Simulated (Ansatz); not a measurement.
`S/C=C/c1ccc(/C=C/c2ccc(/C=C/c3ccc(/C=C/c4ccc(S)cc4)cc3)cc2)cc1`. Charge 0, multiplicity 1. Geometry PBE-D4/def2-SVP; atoms count from 1.

Cartesian coordinates in Å:
```
S 3.780 9.073 -10.840
C 3.460 8.294 -9.294
C 3.077 6.994 -9.192
C 2.838 6.257 -7.954
C 2.324 4.935 -8.025
C 2.061 4.187 -6.880
C 2.299 4.717 -5.586
C 2.037 3.989 -4.352
C 1.500 2.740 -4.232
C 1.227 2.018 -2.997
C 1.549 2.513 -1.706
C 1.247 1.783 -0.560
C 0.603 0.517 -0.624
C 0.293 -0.185 0.613
C -0.365 -1.375 0.739
C -0.702 -2.064 1.977
C -0.336 -1.594 3.265
C -0.710 -2.283 4.415
C -1.473 -3.481 4.358
C -1.856 -4.140 5.599
C -2.627 -5.258 5.731
C -3.025 -5.911 6.973
C -3.868 -7.049 6.921
C -4.291 -7.710 8.077
C -3.880 -7.251 9.347
S -4.453 -8.130 10.774
C -3.036 -6.119 9.420
C -2.621 -5.468 8.259
C -1.826 -3.959 3.069
C -1.450 -3.270 1.919
C 0.294 0.016 -1.915
C 0.598 0.746 -3.061
C 2.825 6.034 -5.517
C 3.089 6.782 -6.662
H 3.887 10.341 -10.359
H 3.613 8.919 -8.401
H 2.913 6.422 -10.122
H 2.126 4.496 -9.016
H 1.662 3.168 -6.990
H 2.303 4.537 -3.432
H 1.218 2.198 -5.152
H 2.047 3.488 -1.602
H 1.508 2.193 0.428
H 0.621 0.333 1.530
H -0.706 -1.887 -0.178
H 0.252 -0.669 3.365
H -0.416 -1.891 5.402
H -1.476 -3.652 6.513
H -3.015 -5.740 4.817
H -4.201 -7.419 5.939
H -4.949 -8.588 7.996
H -3.832 -7.345 11.696
H -2.702 -5.745 10.400
H -1.964 -4.591 8.355
H -2.407 -4.888 2.970
H -1.743 -3.663 0.932
H -0.195 -0.964 -2.020
H 0.343 0.332 -4.050
H 3.029 6.471 -4.526
H 3.505 7.795 -6.552
```

Single mean-field runs in def2-SVP are fitted with def2-universal-jkfit.

(1) Estimate the Mulliken populations of the heavy atoms from the PBE0/def2-SVP orbitals of Ansatz.

(2) And the Mayer bond orders between heavy atoms (over 0.3)?

Results:

(1) 
| atom | charge (e) |
| --- | --- |
| S1 | -0.01 |
| C2 | -0.16 |
| C3 | 0.02 |
| C4 | 0.01 |
| C5 | -0.04 |
| C6 | -0.02 |
| C7 | 0.02 |
| C8 | -0.01 |
| C9 | -0.01 |
| C10 | 0.02 |
| C11 | -0.02 |
| C12 | -0.04 |
| C13 | 0.02 |
| C14 | -0.01 |
| C15 | -0.01 |
| C16 | 0.02 |
| C17 | -0.02 |
| C18 | -0.04 |
| C19 | 0.02 |
| C20 | -0.01 |
| C21 | -0.01 |
| C22 | 0.02 |
| C23 | -0.05 |
| C24 | 0.01 |
| C25 | -0.11 |
| S26 | 0.01 |
| C27 | -0.01 |
| C28 | -0.03 |
| C29 | -0.02 |
| C30 | -0.04 |
| C31 | -0.02 |
| C32 | -0.04 |
| C33 | -0.04 |
| C34 | -0.03 |
Mulliken values depend strongly on the basis.

(2) S1–C2 1.11 (1.76 Å); C2–C3 1.77 (1.36 Å); C3–C4 1.14 (1.46 Å); C4–C5 1.32 (1.42 Å); C4–C34 1.33 (1.42 Å); C5–C6 1.44 (1.39 Å); C6–C7 1.33 (1.42 Å); C7–C8 1.12 (1.46 Å); C7–C33 1.31 (1.42 Å); C8–C9 1.68 (1.37 Å); C9–C10 1.12 (1.46 Å); C10–C11 1.32 (1.42 Å); C10–C32 1.31 (1.42 Å); C11–C12 1.44 (1.39 Å); C12–C13 1.31 (1.42 Å); C13–C14 1.12 (1.46 Å); C13–C31 1.32 (1.42 Å); C14–C15 1.68 (1.37 Å); C15–C16 1.12 (1.46 Å); C16–C17 1.32 (1.42 Å); C16–C30 1.31 (1.42 Å); C17–C18 1.44 (1.39 Å); C18–C19 1.31 (1.42 Å); C19–C20 1.12 (1.46 Å); C19–C29 1.33 (1.42 Å); C20–C21 1.69 (1.36 Å); C21–C22 1.11 (1.46 Å); C22–C23 1.33 (1.42 Å); C22–C28 1.33 (1.42 Å); C23–C24 1.44 (1.40 Å); C24–C25 1.36 (1.41 Å); C25–S26 1.06 (1.77 Å); C25–C27 1.35 (1.41 Å); C27–C28 1.46 (1.39 Å); C29–C30 1.44 (1.39 Å); C31–C32 1.44 (1.39 Å); C33–C34 1.44 (1.39 Å).
